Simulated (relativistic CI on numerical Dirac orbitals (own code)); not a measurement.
## Ir3+: L2,3 absorption edge

Computed with this model: Dirac-Coulomb-Breit CI, KLI orbitals optimised for each configuration, a model potential for QED, multiplet model of core-to-valence dipole absorption, unscaled Slater integrals; configurations [Xe] 4f14 5d6 → [He] 2s2 2p5 3s2 3p6 3d10 4s2 4p6 4d10 4f14 5s2 5p6 5d7; 300 K; Lorentzian 5 eV and Gaussian 1 eV FWHM. Energies are those of the free ion, without screening or charge transfer. The branching ratio is the share of the lower-energy edge in the whole absorption, uncertain by about 0.02 where the edges overlap. S is read from ⟨S²⟩ = S(S + 1).

Field parameters in Wybourne normalisation: D3d B²₀ = −7Dσ, B⁴₀ = −14Dq − 21Dτ, B⁴₃ = −14√(10/7) Dq; Oh B⁴₀ = 21Dq, B⁴₄ = √(5/14) B⁴₀. The field is a parameter set, without covalency.

free ion: ground-state S = 1.90, centroid 11402.73 eV, branching ratio 0.883. Peaks (eV, height): 11215.0 (100), 12824.5 (14).

Oh, 10Dq = 17650 cm⁻¹: ground-state S = 0.72, centroid 11349.30 eV, branching ratio 0.917. Peaks (eV, height): 11214.5 (100), 12825.0 (8).

D3d, 10Dq = 44450, Dσ = 640, Dτ = -310 cm⁻¹: ground-state S = 0.12, centroid 11539.23 eV, branching ratio 0.800. Peaks (eV, height): 11216.5 (100), 12826.5 (25).

The statistical ratio of this edge is 2/3 = 0.667. Values above it arise where the holes sit mainly in the j = l + 1/2 valence subshell or the ground state has high spin; values below it where core-valence Coulomb terms move weight to the upper edge, as in nearly empty shells. At deep edges of heavy elements the radial integrals of the two core levels differ, which raises the baseline.

Strongest unbroadened transitions for Oh, 10Dq = 17650 cm⁻¹:

```tsv
Energy (eV)	Relative strength
11214.10	7.3
11214.43	46.5
11214.54	9.2
11214.71	100.0
11214.87	8.2
11215.52	5.0
11215.70	0.7
11215.99	7.6
11216.13	3.2
11217.00	1.0
11217.08	2.5
11217.72	1.1
11218.35	1.3
12824.72	7.0
12825.09	4.1
12826.21	2.9
12827.54	1.1
12827.57	0.7
```
